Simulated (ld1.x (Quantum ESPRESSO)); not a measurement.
**Scattering properties, PAW potential for tungsten**

| Item | Value |
| --- | --- |
| Element | W |
| Generator | ld1.x (Quantum ESPRESSO) 7.5 |
| Type | PAW |
| Functional | LDA (PZ) |
| Relativity | scalar-relativistic |
| Frozen core | [Xe] 4f14 |
| Valence charge | 6 |
| Reference configuration | 5d4 6s2 6p0 |
| Partial waves | 6s (bound): rcut 2.15, rcutus 2.90 bohr; 6s channel at 0.65 Ry: rcut 2.15, rcutus 2.90 bohr; 6p (bound, empty): rcut 2.95, rcutus 3.20 bohr; 6p channel at 0.2 Ry: rcut 2.95, rcutus 3.20 bohr; 5d (bound): rcut 2.15, rcutus 2.55 bohr; 5d channel at 1.05 Ry: rcut 2.15, rcutus 2.55 bohr |
| Local potential | all-electron potential smoothed inside 2.75 bohr (lloc = -1) |
| Core correction | Bessel-smoothed model core, default radius (core density twice the valence density) |
| Augmentation charge | BESSEL, radius 1.70 bohr |

The phase is arctan(r·u′/u) with u = r·R(r), unwrapped; energies in Ry, scanned from -2 to 5 Ry. A pole is an energy at which the radial function vanishes at the test radius. The pseudo phase is shifted by a multiple of π to meet the all-electron one at the reference energy, and phase errors are pseudo minus all-electron; the curves can meet again beyond the range given. Levels narrower than the energy grid can be missing from the lists of poles.

```csv
channel,radius (bohr),reference energy (Ry),"poles, all-electron","poles, pseudo",unbroken range about the reference energy with phases within 0.05 rad,phase error 1 Ry above the reference energy (rad)
s,3.50,-0.43,0.30,"0.30, 2.74",below 2.0,+0.000
p,3.50,-0.11,1.28,"1.26, 3.11",below 2.1,-0.001
d,3.50,-0.34,"-0.18, 3.08","-0.18, 3.06",below 4.7,-0.000
```

Phases in the p channel:

```json
{"E (Ry)": "-2.00", "all-electron": "1.347", "pseudo": "1.346"}
{"E (Ry)": "-1.76", "all-electron": "1.328", "pseudo": "1.327"}
{"E (Ry)": "-1.52", "all-electron": "1.304", "pseudo": "1.304"}
{"E (Ry)": "-1.28", "all-electron": "1.272", "pseudo": "1.272"}
{"E (Ry)": "-1.04", "all-electron": "1.227", "pseudo": "1.227"}
{"E (Ry)": "-0.80", "all-electron": "1.157", "pseudo": "1.157"}
{"E (Ry)": "-0.56", "all-electron": "1.036", "pseudo": "1.036"}
{"E (Ry)": "-0.32", "all-electron": "0.779", "pseudo": "0.779"}
{"E (Ry)": "-0.08", "all-electron": "0.120", "pseudo": "0.121"}
{"E (Ry)": "0.16", "all-electron": "-0.790", "pseudo": "-0.790"}
{"E (Ry)": "0.40", "all-electron": "-1.206", "pseudo": "-1.206"}
{"E (Ry)": "0.64", "all-electron": "-1.381", "pseudo": "-1.382"}
{"E (Ry)": "0.88", "all-electron": "-1.477", "pseudo": "-1.477"}
{"E (Ry)": "1.12", "all-electron": "-1.539", "pseudo": "-1.540"}
{"E (Ry)": "1.36", "all-electron": "-1.585", "pseudo": "-1.589"}
{"E (Ry)": "1.60", "all-electron": "-1.624", "pseudo": "-1.632"}
{"E (Ry)": "1.84", "all-electron": "-1.661", "pseudo": "-1.677"}
{"E (Ry)": "2.08", "all-electron": "-1.699", "pseudo": "-1.737"}
{"E (Ry)": "2.32", "all-electron": "-1.744", "pseudo": "-1.853"}
{"E (Ry)": "2.56", "all-electron": "-1.801", "pseudo": "-2.469"}
{"E (Ry)": "2.80", "all-electron": "-1.886", "pseudo": "-4.452"}
{"E (Ry)": "3.04", "all-electron": "-2.036", "pseudo": "-4.682"}
{"E (Ry)": "3.28", "all-electron": "-2.368", "pseudo": "-4.770"}
{"E (Ry)": "3.52", "all-electron": "-3.181", "pseudo": "-4.836"}
{"E (Ry)": "3.76", "all-electron": "-3.975", "pseudo": "-4.908"}
{"E (Ry)": "4.00", "all-electron": "-4.294", "pseudo": "-5.009"}
{"E (Ry)": "4.24", "all-electron": "-4.437", "pseudo": "-5.195"}
{"E (Ry)": "4.48", "all-electron": "-4.517", "pseudo": "-5.672"}
{"E (Ry)": "4.72", "all-electron": "-4.568", "pseudo": "-6.715"}
{"E (Ry)": "4.96", "all-electron": "-4.604", "pseudo": "-7.309"}
```
